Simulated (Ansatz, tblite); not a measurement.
Cost and result up the ladder for Si(OEt)H3 (C₂H₈OSi) (12 atoms). Charge 0, multiplicity 1. Geometry: r2SCAN-D4/def2-SVP.

```xyz
12

Si   -0.140    1.509   -1.427
O    -0.550    0.328   -0.327
C     0.412   -0.426    0.394
C    -0.304   -1.388    1.317
H     1.066   -0.982   -0.308
H     1.068    0.250    0.980
H     0.419   -1.989    1.889
H    -0.941   -0.836    2.024
H    -0.946   -2.068    0.736
H    -1.417    2.053   -1.960
H     0.683    0.945   -2.544
H     0.651    2.602   -0.776
```

Ansatz on 4 threads of Intel Xeon on a shared host; xTB runs through tblite on one thread. Times are rough, summed over both states, and most runs start from the orbitals of an earlier one. PBE0-D4/def2-TZVP serves as the yardstick here, not as an exact answer. The other state is a doublet.

The xTB rows come from tblite.

Raw xTB energies of ions are shifted by several eV.

```
              level  functions  wall time  vertical IE (eV)  difference from PBE0-D4/def2-TZVP (eV)
           GFN2-xTB         29    0.028 s             13.96                                    3.77
           GFN1-xTB         37    0.047 s             15.12                                    4.93
   PBE-D4/def2-TZVP        178      6.6 s              9.83                                   -0.36
  PBE0-D4/def2-TZVP        178      9.2 s             10.19                                    0.00
r2SCAN-D4/def2-TZVP        178       11 s              9.98                                   -0.21
```
